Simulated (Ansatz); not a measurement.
H6OSi2, charge -1, doublet, geometry from GFN2-xTB (a state made from the parent by changing its charge; the spin is typed, not shown lowest) (a gas-phase anion, which may not be bound at this level); Ansatz (a first-principles code) with BHLYP/cc-pVDZ.

Input for Ansatz:
Ansatz 0.2 input:
```yaml
crystal:
  periodic: [false, false, false]
  atoms:
    - {symbol: Si, position_ang: [1.73894368, -0.33294575, 0.09658050]}
    - {symbol: O, position_ang: [-0.07549788, 0.02516660, -0.01140538]}
    - {symbol: Si, position_ang: [-1.61805527, 0.30574586, -0.08713203]}
    - {symbol: H, position_ang: [1.78034990, -0.83022606, -1.28947765]}
    - {symbol: H, position_ang: [2.05665710, 1.07749581, 0.37942817]}
    - {symbol: H, position_ang: [1.54481079, -1.27860551, 1.20948455]}
    - {symbol: H, position_ang: [-2.36498446, -0.45558463, 0.94766311]}
    - {symbol: H, position_ang: [-2.18103612, -0.07845700, -1.40741079]}
    - {symbol: H, position_ang: [-1.92425201, 1.74484309, 0.11927689]}
basis:
  gaussian:
    orbitals: cc-pVDZ
hamiltonian:
  xc: {name: BHLYP}
total_charge: -1
magnetization: {spin_polarized: true, initial_magnetization: 1}
accuracy: high
```

What the program printed (banner, timings and long lists left out):

```
Functional definition: BHLYP
1876 factors; integrals over basis functions are off by at most 3.6e-9 eV
mean field evaluation 1: about -17897.8183 eV, gradient 1.1e1 eV
mean field evaluation 2: about -17898.0784 eV, gradient 1.0e1 eV
mean field evaluation 4: about -17898.4497 eV, gradient 4.2e-1 eV
mean field evaluation 8: about -17898.4597 eV, gradient 4.4e-2 eV
mean field evaluation 16: about -17898.4598 eV, gradient 1.4e-5 eV
mean field -17898.45977666 eV, -657.7562647805 hartree, gradient 5.2e-8 eV, S^2 0.751712; 0 other end points of the search recorded, 0 dependent functions left out
reference -17898.45980773 eV, -657.7562659225 hartree; 22, 21 occupied and 58, 59 virtual orbitals, 1876 factors
Total energy: -17898.45980773 eV, -657.7562659225 hartree
```
